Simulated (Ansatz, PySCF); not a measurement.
Bond stretch in BeO, singlet.

- UHF/cc-pVTZ (PySCF)
- RHF/cc-pVTZ (PySCF)
- UKS-CAM-B3LYP = unrestricted CAM-B3LYP/cc-pVTZ in PySCF 2.14.0
- RKS-CAM-B3LYP = restricted CAM-B3LYP/cc-pVTZ in PySCF 2.14.0
- UKS-BHandHLYP = unrestricted BHandHLYP/cc-pVTZ (PySCF)
- RKS-BHandHLYP = restricted BHandHLYP/cc-pVTZ run with PySCF
- UKS-BLYP = unrestricted BLYP/cc-pVTZ (PySCF 2.14.0)
- RKS-BLYP = restricted BLYP/cc-pVTZ (PySCF)
- UKS-PBE = unrestricted PBE/cc-pVTZ in Ansatz (a program for electronic structure)
- RKS-PBE = restricted PBE/cc-pVTZ (Ansatz)
- UKS-B3LYP/6-31G* = unrestricted B3LYP/6-31G*, spherical d (PySCF)
- RKS-B3LYP/6-31G* = PySCF 2.14.0 with restricted B3LYP/6-31G*, spherical d
- UKS-LDA (SVWN5)/6-31G* = unrestricted LDA (SVWN5)/6-31G*, spherical d in PySCF
- RKS-LDA (SVWN5)/6-31G* = restricted LDA (SVWN5)/6-31G*, spherical d (PySCF)

Scanned distances (Å): 1.05, 1.13, 1.18, 1.26, 1.27, 1.32, 1.36, 1.42, 1.46, 1.55, 1.63, 1.77, 1.99, 2.20, 2.39, 2.62, 2.91, 3.26, 3.61, 3.99, 4.65, 5.24.

Problem. Where does the unrestricted solution first break spin symmetry (<S²> of 0.01 or more)?

Solution. UHF: between 1.27 and 1.32 Å; UKS-CAM-B3LYP: between 1.46 and 1.55 Å; UKS-BHandHLYP: between 1.42 and 1.46 Å; UKS-BLYP: between 1.42 and 1.46 Å; UKS-PBE: between 1.42 and 1.46 Å; UKS-B3LYP/6-31G*: between 1.46 and 1.55 Å; UKS-LDA (SVWN5)/6-31G*: between 1.46 and 1.55 Å.

```csv
R / Å,<S²> UHF,E(RHF) − E(UHF) / kcal/mol,<S²> UKS-CAM-B3LYP,E(RKS-CAM-B3LYP) − E(UKS-CAM-B3LYP) / kcal/mol,<S²> UKS-BHandHLYP,E(RKS-BHandHLYP) − E(UKS-BHandHLYP) / kcal/mol,<S²> UKS-BLYP,E(RKS-BLYP) − E(UKS-BLYP) / kcal/mol,<S²> UKS-PBE,E(RKS-PBE) − E(UKS-PBE) / kcal/mol,<S²> UKS-B3LYP/6-31G*,E(RKS-B3LYP/6-31G*) − E(UKS-B3LYP/6-31G*) / kcal/mol,<S²> UKS-LDA (SVWN5)/6-31G*,E(RKS-LDA (SVWN5)/6-31G*) − E(UKS-LDA (SVWN5)/6-31G*) / kcal/mol
1.05,0.00,0.0,0.00,0.0,0.00,0.0,0.00,0.0,0.00,0.0,0.00,0.0,0.00,0.0
1.13,0.00,0.0,0.00,0.0,0.00,0.0,0.00,0.0,0.00,0.0,0.00,0.0,0.00,0.0
1.18,0.00,0.0,0.00,0.0,0.00,0.0,0.00,0.0,0.00,0.0,0.00,0.0,0.00,0.0
1.26,0.00,0.0,0.00,0.0,0.00,0.0,0.00,0.0,0.00,0.0,0.00,0.0,0.00,0.0
1.27,0.00,0.0,0.00,0.0,0.00,0.0,0.00,0.0,0.00,0.0,0.00,0.0,0.00,0.0
1.32,1.01,18.5,0.00,0.0,0.00,0.0,0.00,0.0,0.00,0.0,0.00,0.0,0.00,0.0
1.36,1.01,25.3,0.00,0.0,0.00,0.0,0.00,0.0,0.00,0.0,0.00,0.0,0.00,0.0
1.42,1.01,34.9,0.00,0.0,0.00,0.0,0.00,0.0,0.00,0.0,0.00,0.0,0.00,0.0
1.46,1.01,41.0,0.00,0.0,1.00,3.9,0.01,0.0,0.01,0.0,0.00,0.0,0.00,0.0
1.55,1.01,53.4,0.89,2.3,1.00,14.6,0.19,0.3,0.19,0.4,0.60,1.4,0.01,0.0
1.63,1.01,62.5,1.00,9.9,1.00,22.7,0.44,1.3,0.45,1.5,0.90,6.1,0.17,0.2
1.77,1.01,71.4,1.00,21.0,1.00,33.2,0.75,—,0.79,6.0,1.01,16.1,0.53,2.0
1.99,1.01,69.8,1.00,31.5,1.01,40.6,1.01,—,1.01,15.5,1.01,26.4,0.91,8.7
2.20,1.01,59.9,1.01,35.0,1.01,40.3,1.01,—,1.01,22.1,1.01,31.0,1.02,16.3
2.39,1.26,53.8,1.02,35.0,1.06,38.1,1.01,—,1.01,25.6,1.02,32.4,1.02,21.1
2.62,1.30,53.8,1.07,34.9,1.10,37.9,1.02,—,1.02,28.3,1.05,33.6,1.01,24.9
2.91,1.26,55.2,1.08,36.5,1.08,40.2,1.02,—,1.03,31.4,1.05,35.6,1.01,28.0
3.26,1.21,56.5,1.04,39.5,1.03,43.6,1.02,—,1.03,34.7,1.03,38.2,1.01,31.0
3.61,1.18,57.2,1.01,42.2,1.01,46.3,1.01,—,1.02,37.0,1.02,40.3,1.01,32.9
3.99,1.15,57.5,1.00,44.5,1.01,48.1,1.01,—,1.01,38.7,1.01,42.0,1.00,34.2
4.65,1.14,57.6,1.00,46.7,1.00,49.5,1.00,—,1.00,40.2,1.00,43.8,1.00,35.3
5.24,1.14,57.6,1.00,47.4,1.00,49.7,1.00,—,1.00,40.9,1.00,44.7,1.00,35.8
```

A dash means that the run gave no value there, or that the column was ended at a point which the program doubted or which failed a test of continuity chosen for this set; such a test can also cut sound points.
